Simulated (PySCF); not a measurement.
C₄H₅FSi, SMILES C#C/C(F)=C/[SiH3]. Geometry optimised at PBE-D3(BJ)/def2-SVP. The structure was generated by enumeration; whether it is a known compound was not checked.

Task: Give the equilibrium geometry at PBE-D3(BJ)/def2-SVP (PySCF confirms it by a frequency run) as bond lengths and angles, and its point group. (The exact figures need the calculation; the answer reports its results.)

Result: point group Cs.
Atoms: C1 C2 C3 F4 C5 Si6 H7 H8 H9 H10 H11. Bonded distances (Å): C1–C2 1.225, C1–H7 1.082, C2–C3 1.425, C3–F4 1.358, C3–C5 1.353, C5–Si6 1.880, C5–H8 1.101, Si6–H9 1.504, Si6–H10 1.504, Si6–H11 1.503. Angles (°): C2–C1–H7 179.9, C1–C2–C3 180.0, C2–C3–F4 113.6, C2–C3–C5 127.0, F4–C3–C5 119.4, C3–C5–Si6 122.5, C3–C5–H8 116.4, Si6–C5–H8 121.2, C5–Si6–H9 111.0, C5–Si6–H10 111.0, C5–Si6–H11 108.3, H9–Si6–H10 108.4, H9–Si6–H11 109.1, H10–Si6–H11 109.1.
Charge 0, spin multiplicity 1.
